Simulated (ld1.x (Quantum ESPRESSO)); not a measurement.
Ag (Z = 47) ultrasoft: all-electron and pseudo phase curves

```
Element                 : Ag (Z = 47)
Generator               : ld1.x (Quantum ESPRESSO) 7.5
Type                    : ultrasoft
Functional              : LDA (PZ)
Relativity              : scalar-relativistic
Frozen core             : [Ar] 3d10
Valence charge          : 19
Reference configuration : 4s2 4p6 4d10 5s1 5p0
Partial waves           : 4s (bound): rcut 1.20, rcutus 1.35 bohr; 5s (bound): rcut 1.20, rcutus 1.35 bohr; 4p (bound): rcut 1.35, rcutus 1.45 bohr; 5p (bound, empty): rcut 1.35, rcutus 1.45 bohr; 4d (bound): rcut 1.85, rcutus 2.20 bohr; 4d channel at 0.65 Ry: rcut 1.85, rcutus 2.20 bohr
Local potential         : all-electron potential smoothed inside 1.10 bohr (lloc = -1)
Core correction         : Bessel-smoothed model core, default radius (core density twice the valence density)
Augmentation charge     : built from norm-conserving waves at rcut, not smoothed further
```

The phase is arctan(r·u′/u) with u = r·R(r), unwrapped; energies in Ry, scanned from -9 to 5 Ry. A pole is an energy at which the radial function vanishes at the test radius. The pseudo phase is shifted by a multiple of π to meet the all-electron one at the reference energy, and phase errors are pseudo minus all-electron; the curves can meet again beyond the range given. Levels narrower than the energy grid can be missing from the lists of poles. n/a: not evaluated, since a narrow level or a reset projector energy made the automatic matching unsafe.

```
channel  radius (bohr)  reference energy (Ry)  poles, all-electron  poles, pseudo  unbroken range about the reference energy with phases within 0.05 rad  phase error 1 Ry above the reference energy (rad)
      s           2.41                  -0.35          -6.96, 2.59    -7.03, 3.62                                                                    n/a                                                n/a
      p           2.41                  -0.06          -4.26, 4.01   -4.32, -2.65                                       not even at the reference energy                                             +0.822
      d           2.41                  -0.56                -0.23          -0.18                                       not even at the reference energy                                             +0.089
```

A Bessel basis up to 400 Ry misses an occupied level by 2.03 Ry, so cutoffs and ghosts were not judged. Its overlap operator is not positive definite in a basis up to 400 Ry (lowest eigenvalue d -113.87), so the file is unfit for use: the generalised eigenproblem breaks down once the basis is large enough, and its test numbers describe a broken file. The potential misses its own reference levels by up to 0.9 eV.

Phases in the s channel:

| E (Ry) | all-electron | pseudo |
| --- | --- | --- |
| -9.00 | 1.422 | 4.563 |
| -8.76 | 1.420 | 4.561 |
| -8.52 | 1.417 | 4.558 |
| -8.28 | 1.414 | 4.554 |
| -8.04 | 1.410 | 4.551 |
| -7.80 | 1.406 | 4.546 |
| -7.56 | 1.400 | 4.540 |
| -7.32 | 1.391 | 4.527 |
| -7.08 | 1.338 | 4.233 |
| -6.84 | -1.711 | 1.420 |
| -6.60 | -1.733 | 1.403 |
| -6.36 | -1.742 | 1.394 |
| -6.12 | -1.748 | 1.382 |
| -5.88 | -1.754 | 1.308 |
| -5.64 | -1.759 | -1.740 |
| -5.40 | -1.765 | -1.755 |
| -5.16 | -1.771 | -1.764 |
| -4.92 | -1.777 | -1.771 |
| -4.68 | -1.784 | -1.778 |
| -4.44 | -1.792 | -1.786 |
| -4.20 | -1.800 | -1.794 |
| -3.96 | -1.809 | -1.803 |
| -3.72 | -1.820 | -1.813 |
| -3.48 | -1.831 | -1.823 |
| -3.24 | -1.845 | -1.835 |
| -3.00 | -1.860 | -1.849 |
| -2.76 | -1.878 | -1.865 |
| -2.52 | -1.899 | -1.883 |
| -2.28 | -1.924 | -1.904 |
| -2.04 | -1.956 | -1.930 |
| -1.80 | -1.996 | -1.961 |
| -1.56 | -2.048 | -2.000 |
| -1.32 | -2.119 | -2.049 |
| -1.08 | -2.220 | -2.115 |
| -0.84 | -2.373 | -2.206 |
| -0.60 | -2.615 | -2.336 |
| -0.36 | -2.992 | -2.532 |
| -0.12 | -3.466 | -2.826 |
| 0.12 | -3.871 | -3.225 |
| 0.36 | -4.138 | -3.634 |
| 0.60 | -4.306 | -3.949 |
| 0.84 | -4.417 | -4.159 |
| 1.08 | -4.494 | -4.300 |
| 1.32 | -4.551 | -4.396 |
| 1.56 | -4.595 | -4.467 |
| 1.80 | -4.630 | -4.520 |
| 2.04 | -4.659 | -4.562 |
| 2.28 | -4.684 | -4.595 |
| 2.52 | -4.706 | -4.623 |
| 2.76 | -4.726 | -4.647 |
| 3.00 | -4.744 | -4.668 |
| 3.24 | -4.762 | -4.687 |
| 3.48 | -4.778 | -4.704 |
| 3.72 | -4.795 | -4.719 |
| 3.96 | -4.811 | -4.733 |
| 4.20 | -4.829 | -4.747 |
| 4.44 | -4.847 | -4.760 |
| 4.68 | -4.867 | -4.774 |
| 4.92 | -4.888 | -4.787 |
